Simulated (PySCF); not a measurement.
Geometries of 2 isomers of CH7N3Si, from PBE0-D3(BJ)/def2-SVP geometry optimisation, gas phase in PySCF 2.14.0. One conformer each, no zero-point energy, no frequencies.

Question: Which is lower in electronic energy at this level?
A.
```xyz
12
angstrom
C      2.101   -0.325   -0.080
N      1.130   -0.643    0.658
Si    -0.493    0.040    0.555
N     -0.478    1.365   -0.559
N     -1.677   -1.062   -0.032
H      2.056    0.449   -0.877
H      3.083   -0.827    0.029
H     -0.867    0.334    1.969
H      0.181    2.126   -0.437
H     -1.369    1.718   -0.891
H     -2.068   -1.740    0.611
H     -1.563   -1.465   -0.956
```
B.
```xyz
12
angstrom
N     -2.085   -0.972    0.319
C     -1.184   -0.913   -0.582
Si     0.525   -0.121   -0.318
N      0.703   -0.173    1.405
N      0.648    1.532   -0.796
H     -1.710   -0.568    1.191
H     -1.459   -1.316   -1.577
H      1.539   -0.838   -1.157
H      1.408    0.423    1.828
H      0.635   -1.057    1.899
H     -0.072    2.200   -0.545
H      1.093    1.776   -1.672
```

Answer: A. That is `C=N[SiH](N)N`, 10.8 kcal/mol below the other.

| SMILES | atoms numbered as above | E (Eh) | relative (kcal/mol) | relative (kJ/mol) | dipole (D) |
| --- | --- | --- | --- | --- | --- |
| C=N[SiH](N)N | [CH2:1]=[N:2][SiH:3]([NH2:4])[NH2:5] | -495.51469 | 0.0 | 0.0 | 1.68 |
| [H]/N=C\[SiH](N)N | [H]/[N:1]=[CH:2]\[SiH:3]([NH2:4])[NH2:5] | -495.49748 | 10.8 | 45.2 | 2.74 |

As drawn, the higher has an Si–C bond, which the lower lacks.
